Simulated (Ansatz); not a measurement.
Total energies of SiCl(vinyl)3 (C6H9ClSi) from Ansatz at PBE-D4/def2-TZVP, gas phase (1 Eh = 27.2114 eV = 2625.5 kJ/mol). The reference geometry is relaxed at PBE-D4/def2-SVP.

Cartesian coordinates in Å:
```
Si 0.018 -0.042 -0.020
Cl 0.841 -1.776 -0.871
C 1.315 0.759 1.072
C 2.570 0.303 1.244
H 1.012 1.678 1.612
H 2.925 -0.608 0.732
H 3.295 0.816 1.901
C -1.482 -0.531 0.995
C -1.922 -1.792 1.167
H -2.040 0.291 1.487
H -1.406 -2.649 0.700
H -2.812 -2.023 1.778
C -0.480 1.122 -1.404
C -0.346 0.862 -2.720
H -0.917 2.095 -1.104
H 0.084 -0.090 -3.075
H -0.656 1.586 -3.494
```

| state | geometry | energy (Eh) |
| --- | --- | --- |
| charge 0 singlet | reference | -983.21052 |
| charge 1 doublet | reference | -982.87887 |
| free Si atom (triplet) | – | -289.22285 |
| free Cl atom (doublet) | – | -459.95840 |
| free C atom (triplet) | – | -37.79597 |
| free H atom (doublet) | – | -0.49962 |

Question: Work out the vertical ionisation energy to the doublet.

Answer: E(charge 1 doublet) − E(charge 0 singlet) = -982.87887 − (-983.21052) = 0.33165 Eh = 9.02 eV. For comparison, −ε of the highest occupied level is 6.64 eV at this level, 2.38 eV less.

Question: What is the binding energy per atom against free atoms?

Answer: Atoms: 1 × (-289.22285) + 1 × (-459.95840) + 6 × (-37.79597) + 9 × (-0.49962) = -980.45365 Eh. Binding: -980.45365 − (-983.21052) = 2.75687 Eh = 75.02 eV, or 4.41 eV for each of 17 atoms (no zero-point energy, no counterpoise term).
